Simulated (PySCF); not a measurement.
Interval between two levels of Xe²⁺ by level of theory

Xe²⁺ [Kr] 4d10 5s2 5p4 [3P2, M_J = 2] → Xe²⁺ [Kr] 4d10 5s1 5p4 6s1 [5P3, M_J = 3], as a difference of total energies. All numbers are calculated (PySCF 2.14, the two-component X2C-1e Hamiltonian, in x2c-SVPall-2c with one added diffuse shell each of s, p type (7s9p4d, 54 functions)). Correlated levels: [Ar] 3d10 frozen; the 6 highest virtual spinors dropped. "Screened" scales the spin-orbit matrix elements by Boettger's factors to mimic the two-electron term; Breit and QED terms are absent.

```json
{"method": "GHF (spin-free)", "interval between two levels (cm⁻¹)": "217200"}
{"method": "GMP2 (spin-free)", "interval between two levels (cm⁻¹)": "215350"}
{"method": "GHF (screened spin-orbit)", "interval between two levels (cm⁻¹)": "218080"}
{"method": "GMP2 (screened spin-orbit)", "interval between two levels (cm⁻¹)": "216380"}
```

The labels give the starting determinants; with spin-orbit coupling the two ends relaxed to ⟨J²⟩ = 6.01, ⟨L²⟩ = 2.43, ⟨S²⟩ = 1.82 and ⟨J²⟩ = 12.66, ⟨L²⟩ = 2.81, ⟨S²⟩ = 5.94.

The promoted electron is Rydberg-like, and one or two diffuse shells describe it only roughly, which tends to raise the upper state.

The determinant of the upper state mixes levels of different J (the jj label is only the starting occupation), so the difference between spin-free and spin-orbit rows is not the physical spin-orbit shift.
